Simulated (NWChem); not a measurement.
Molecule: SiNH2F, singlet; SMILES F[Si]N

```xyz
5

Si    -0.6434     0.0506     0.0000
F      0.4310     1.2984     0.0000
N      0.4907    -1.2340     0.0000
H      1.5010    -1.1134     0.0000
H      0.2134    -2.2102     0.0000
```
Atoms are numbered in this order, from 1.

Low-valent species are run as closed-shell singlets; no triplet was tried in these runs. Structure relaxed at the PBE0/def2-SVP level.

 Unshifted, non-relativistic core excitations; the lowest 4 roots alone, so stronger bands may lie above.

### Question
List the first Si K-edge excitations from PBE0/def2-TZVP, restricted-window TDA (NWChem).

### Answer
```
state  energy (eV)  dipole oscillator strength           leading excitation (squared amplitude)
-----  -----------  --------------------------  -----------------------------------------------
S1          1799.4                      0.0069    1s of atom 1 or its equivalents → LUMO (0.98)
S2          1801.5                      0.0039  1s of atom 1 or its equivalents → LUMO+1 (0.87)
S3          1802.9                      0.0015  1s of atom 1 or its equivalents → LUMO+2 (0.81)
S4          1804.4                      0.0002  1s of atom 1 or its equivalents → LUMO+3 (0.48)
```
